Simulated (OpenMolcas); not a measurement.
Multiconfigurational calculation on Rh⁷⁺

Input:

```
&GATEWAY
Coord
1

Rh 0.0 0.0 0.0
Basis=ANO-RCC-VDZP
Group=XYZ
NoMove
AngMom=0.0 0.0 0.0
AMFI
&SEWARD
* reference wave functions (RASSCF and RASSI steps not shown): 2 electrons in 5 orbitals (4d)
>>> COPY JOB001 $Project.JobIph
&CASPT2
Multistate=10 1 2 3 4 5 6 7 8 9 10
NoMult
Frozen=9 9
IPEA=0.15
Shift=0.15
MaxIter=60
WThr=0.0 0.3 0.05
PrWF=0.5
NoMix
>>> COPY JOB002 $Project.JobIph
&CASPT2
Multistate=14 1 2 3 4 5 6 7 8 9 10 11 12 13 14
NoMult
Frozen=9 9
IPEA=0.15
Shift=0.15
MaxIter=60
WThr=0.0 0.3 0.05
PrWF=0.5
NoMix
```

Launched by
```bash
OMP_NUM_THREADS=1 MOLCAS_MEM=2252 MOLCAS_PROJECT=a pymolcas a.inp > a.log  # once for each step of the input, in one work folder
```

Output, cut to the results:

```
--- CASPT2 ---
Orbital specifications:
      -----------------------

      Symmetry species                           1   2
                                                ag  au
      Frozen orbitals                            9   9
      Inactive orbitals                          0   0
      Active orbitals                            5   0
      Secondary orbitals                         7  13
      Deleted orbitals                           0   0
      Number of basis functions                 21  22
Type of calculation                        SS-CASPT2
      Fock operator                              state-specific
      IPEA shift                                 0.15
      Real shift                                 0.15
      Imaginary shift                            0.00
      The input orbitals will be transformed to quasi-canonical
Reference energy:       -4768.1397109893
      E2 (Non-variational):      -0.0026978127
      Shift correction:          -0.0000889065
      E2 (Variational):          -0.0027867192
      Total energy:           -4768.1424977085
      Residual norm:              0.0000000640
      Reference weight:           0.99941
      Contributions to the CASPT2 correlation energy
      Active & Virtual Only:         -0.0026978127
      One Inactive Excited:           0.0000000000
      Two Inactive Excited:           0.0000000000
Reference energy:       -4768.1397109893
      E2 (Non-variational):      -0.0027047891
      Shift correction:          -0.0000893678
      E2 (Variational):          -0.0027941569
      Total energy:           -4768.1425051462
      Residual norm:              0.0000000793
      Reference weight:           0.99940
      Contributions to the CASPT2 correlation energy
      Active & Virtual Only:         -0.0027047891
      One Inactive Excited:           0.0000000000
      Two Inactive Excited:           0.0000000000
::    CASPT2 Root  1     Total energy:  -4768.14249771
::    CASPT2 Root  2     Total energy:  -4768.14250515
::    CASPT2 Root  3     Total energy:  -4768.14261247
::    CASPT2 Root  4     Total energy:  -4768.14263145
::    CASPT2 Root  5     Total energy:  -4768.14259819
::    CASPT2 Root  6     Total energy:  -4768.14258907
::    CASPT2 Root  7     Total energy:  -4768.14264775
::    CASPT2 Root  8     Total energy:  -4768.07289724
::    CASPT2 Root  9     Total energy:  -4768.07289724
::    CASPT2 Root 10     Total energy:  -4768.07289724
--- CASPT2 ---
Orbital specifications:
      -----------------------

      Symmetry species                           1   2
                                                ag  au
      Frozen orbitals                            9   9
      Inactive orbitals                          0   0
      Active orbitals                            5   0
      Secondary orbitals                         7  13
      Deleted orbitals                           0   0
      Number of basis functions                 21  22
Type of calculation                        SS-CASPT2
      Fock operator                              state-specific
      IPEA shift                                 0.15
      Real shift                                 0.15
      Imaginary shift                            0.00
      The input orbitals will be transformed to quasi-canonical
Reference energy:       -4768.0730926788
      E2 (Non-variational):      -0.0075232863
      Shift correction:          -0.0002747765
      E2 (Variational):          -0.0077980628
      Total energy:           -4768.0808907416
      Residual norm:              0.0000001319
      Reference weight:           0.99817
      Contributions to the CASPT2 correlation energy
      Active & Virtual Only:         -0.0075232863
      One Inactive Excited:           0.0000000000
      Two Inactive Excited:           0.0000000000
Reference energy:       -4768.0730926788
      E2 (Non-variational):      -0.0075232865
      Shift correction:          -0.0002747765
      E2 (Variational):          -0.0077980631
      Total energy:           -4768.0808907419
      Residual norm:              0.0000001317
      Reference weight:           0.99817
      Contributions to the CASPT2 correlation energy
      Active & Virtual Only:         -0.0075232865
      One Inactive Excited:           0.0000000000
      Two Inactive Excited:           0.0000000000
::    CASPT2 Root  1     Total energy:  -4768.08089074
::    CASPT2 Root  2     Total energy:  -4768.08089074
::    CASPT2 Root  3     Total energy:  -4768.08089078
::    CASPT2 Root  4     Total energy:  -4768.08089074
::    CASPT2 Root  5     Total energy:  -4768.08089074
::    CASPT2 Root  6     Total energy:  -4768.04180411
::    CASPT2 Root  7     Total energy:  -4768.04179477
::    CASPT2 Root  8     Total energy:  -4768.04179043
::    CASPT2 Root  9     Total energy:  -4768.04182999
::    CASPT2 Root 10     Total energy:  -4768.04186728
::    CASPT2 Root 11     Total energy:  -4768.04182086
::    CASPT2 Root 12     Total energy:  -4768.04178888
::    CASPT2 Root 13     Total energy:  -4768.04175897
::    CASPT2 Root 14     Total energy:  -4768.04182145
```

Levels above the lowest, from the spin-orbit matrix with the single-state CASPT2 energies, averaged by term, on its diagonal:

| Configuration | Term | J | E (cm-1) | Term weight % |
| --- | --- | --- | --- | --- |
| 4d2 | 3F | 2 | 0.0 | 97 |
| 4d2 | 3F | 3 | 3330 | 100 |
| 4d2 | 3F | 4 | 6940 | 99 |
| 4d2 | 1D | 2 | 16490 | 67 |
| 4d2 | 3P | 0 | 17680 | 100 |
| 4d2 | 3P | 1 | 18630 | 100 |
| 4d2 | 3P | 2 | 22340 | 69 |
| 4d2 | 1G | 4 | 26580 | 99 |

CASPT2 does not keep the components of a term degenerate, so their means are used; among the terms shown or strongly mixed into the levels shown the widest spread is 33 cm-1 (4d2 3F). Terms from blocks run as CI alone lack orbitals of their own. The basis is small and was not contracted for so high a charge. Only configurations of the active space appear. The first state left out of the spin-orbit step lies near 56000 cm-1 above the lowest spin-free state of the reference (among the parities and spins computed), and the list stops at four fifths of that energy or lower.

The term weight is that of the spin-free term in the level, not the purity of its configuration.
